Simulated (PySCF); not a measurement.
## Working out the ionisation energy of P⁺

P⁺ [Ne] 3s2 3p2 (3P) → P²⁺ [Ne] 3s2 3p1 (2P). Calculation: PySCF 2.14, in 6-31G* (4s3p1d, 18 functions); no relativity, point nucleus. Frozen: [Ne]. Energies in hartree (1 hartree = 27.21139 eV):

```
            part   P⁺ (lower)  P²⁺ (upper)
             UHF  -340.323679  -339.618874
CCSD correlation    -0.066151    -0.057756
             (T)    -0.000843    -0.000596
```

Task: What does Hartree-Fock give?

Result: (-339.618874) − (-340.323679) = 0.704805 hartree = 19.179 eV.

Task: What do CCSD and CCSD(T) give?

Result: The CCSD correlation energies differ by 0.008395 hartree = 0.228 eV and the triples by 0.000247 hartree = 0.007 eV, so CCSD gives 19.407 eV and CCSD(T) 19.414 eV.

Reference: 19.769 eV (semi-empirical (NIST evaluation); NIST Atomic Spectra Database, ionization energies), between the lowest levels; spin-orbit coupling is absent from the calculation.

What remains against the reference includes basis incompleteness, the frozen core and higher excitations.
